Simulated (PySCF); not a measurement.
PySCF input for Zn(I)2 anion (I2Zn), SMILES [I][Zn][I] (connectivity only; charge and spin as stated), charge -1, multiplicity 2, IEF-PCM-M06-2X/def2-SVPD. Geometry: B3LYP-D3(BJ)/def2-SVPD. The spin state was assumed, not searched. The isomer is the one that the SMILES or the coordinates give; other isomers of the formula were not compared. The def2 effective core potentials stand for the cores of I; spin–orbit coupling is left out.

```python
import numpy as np
from pyscf import gto, scf, dft
from pyscf.solvent import pcm

mol = gto.M(
    atom='''
    Zn    0.00000000   -0.00000000   -1.05611459
    I     0.00000000   -2.34880144    0.29890036
    I     0.00000000    2.34880144    0.29890036
    ''',
    basis='def2-SVPD',
    ecp={'I': 'def2-svp'},
    charge=-1,
    spin=1,
    max_memory=1600,
    verbose=3,
)
mf = dft.UKS(mol, xc='m06-2x').density_fit(auxbasis='def2-universal-jkfit')
mf.grids.level = 4
mf.conv_tol = 1e-9
mf.max_cycle = 100
mf.kernel()
fine, coarse = mf.grids, dft.Grids(mol).set(level=1).build(with_non0tab=True)
for _ in range(3):  # follow internal instabilities
    mf.grids = coarse
    mo, _, stable, _ = mf.stability(return_status=True, nroots=4)
    mf.grids = fine
    if stable:
        break
    mf.kernel(mf.make_rdm1(mo, mf.mo_occ))
res = {}
for name, eps in {'water': 78.355, 'cyclohexanone': 15.619, 'chloroform': 4.7113}.items():
    s = mf.PCM()
    s.with_solvent.method, s.with_solvent.eps, s.with_solvent.lebedev_order = 'IEF-PCM', eps, 29
    s.kernel(mf.make_rdm1())
    res[name] = (s.e_tot, eps, s.dip_moment(), s.mo_energy, s.converged)
    print(f'{name}: electrostatic solvation free energy {(s.e_tot - mf.e_tot) * 627.509474:.3f} kcal/mol')
```

It prints:

```

WARN: HOMO -0.878044609882217 >= LUMO -0.878044609882245


WARN: HOMO 0.142281002452843 >= LUMO 0.138832843848704

converged SCF energy = -2374.5614090124  <S^2> = 0.75329972  2S+1 = 2.003297
<class 'pyscf.df.df_jk.DFUKS'> wavefunction is stable in the internal stability analysis

WARN: PCM is an experimental feature. It is still in testing.
Features and APIs may be changed in the future.

converged SCF energy = -2374.63727864119  <S^2> = 0.75258855  2S+1 = 2.0025869

WARN: System has nonzero charge -1; the dipole moment is origin-dependent.
Location of origin: [0. 0. 0.]

Dipole moment(X, Y, Z, Debye):  0.00000, -0.00000, -2.00586
water: electrostatic solvation free energy -47.609 kcal/mol

WARN: PCM is an experimental feature. It is still in testing.
Features and APIs may be changed in the future.

converged SCF energy = -2374.63270438743  <S^2> = 0.75264532  2S+1 = 2.0026436

WARN: System has nonzero charge -1; the dipole moment is origin-dependent.
Location of origin: [0. 0. 0.]

Dipole moment(X, Y, Z, Debye):  0.00000,  0.00000, -1.81977
cyclohexanone: electrostatic solvation free energy -44.739 kcal/mol

WARN: PCM is an experimental feature. It is still in testing.
Features and APIs may be changed in the future.

converged SCF energy = -2374.62012191022  <S^2> = 0.75278998  2S+1 = 2.002788

WARN: System has nonzero charge -1; the dipole moment is origin-dependent.
Location of origin: [0. 0. 0.]

Dipole moment(X, Y, Z, Debye):  0.00000, -0.00000, -1.41189
chloroform: electrostatic solvation free energy -36.843 kcal/mol
```

The calculation finished and met its thresholds.
